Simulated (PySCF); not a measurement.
These are PySCF 2.14.0 with PBE-D3(BJ)/def2-TZVP // PBE0-D4/def2-TZVP values and carry that method's errors. Isolated molecules, 0 K electronic values unless said otherwise. 

Reference species (SMILES): `BO` (neutral, multiplicity 1).

```yaml
HOMO: -7.36 eV
LUMO: -1.42 eV
```

Changed species: `B` (0 of 3 H replaced by OH; the reference has 1 of 3 H replaced by OH).

Question: Give the shifts of the HOMO and LUMO.

Answer: the HOMO falls by 1.11 eV, to -8.47 eV; the LUMO falls by 1.63 eV, to -3.05 eV.
